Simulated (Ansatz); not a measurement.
Calculated with Ansatz (gas phase, PBE0-D4/def2-TZVP geometries, no zero-point term in ΔE). CCSD(T)/CBS adds triple-zeta CCSD(T) − MP2 to the extrapolated MP2 energy (def2 sets, frozen cores). This one scheme is used for every species, atoms too. For atomizations the MP2-based limit and the directly extrapolated one differ by several kJ/mol either way, and by 10 to 25 for some Ge, Se and Sn compounds, so smaller differences from it don't rank the levels. Functionals use def2-TZVPP. No spin–orbit coupling; open shells (•) take unrestricted orbitals. Spin–orbit coupling would lower the free atoms: a little for C; clearly for Br; strongly for Sn. Elements past krypton have def2 core potentials. For Br, Sn outer-core shells are correlated without core-valence functions, so the limit isn't a true one: a few kJ/mol of doubt a bond, and 10 to 20 or more in all where bonds break to atoms. Scalar relativity is left out up to krypton.

Reaction (atomization): `[CH3][Sn]([CH3])([CH3])[Br]` → Br• + 3 C• + 9 H• + Sn•

| species | BLYP-D4 energy (Eh) |
| --- | --- |
| `[CH3][Sn]([CH3])([CH3])[Br]` | -2908.21257 |
| Br• | -2574.13892 |
| C• | -37.84656 |
| H• | -0.49755 |
| Sn• | -214.20604 |

Question: Work out ΔE.

Answer: ΔE = 9 × (-0.49755) + 3 × (-37.84656) + (-2574.13892) + (-214.20604) − (-2908.21257) = 1.84998 Eh = +4857.1 kJ/mol. CCSD(T)/CBS gives +4945.3 kJ/mol.

Largest T1 diagnostic among the species: 0.011.

In def2-TZVPP, CCSD(T) changes the Hartree–Fock value by +1128.0 kJ/mol (the triples alone add +61.5 kJ/mol) and MP2 by +1150.0 kJ/mol; breaking electron pairs costs correlation energy, which Hartree–Fock lacks. Leaving LDA and LC-ωPBE aside and taking each functional with its dispersion term where it has one, the values, not all of them listed here, spread over 146.4 kJ/mol, from BHLYP-D4 to PBE-D4. LDA lies +592.6 kJ/mol from PBE without D4, its usual overbinding.
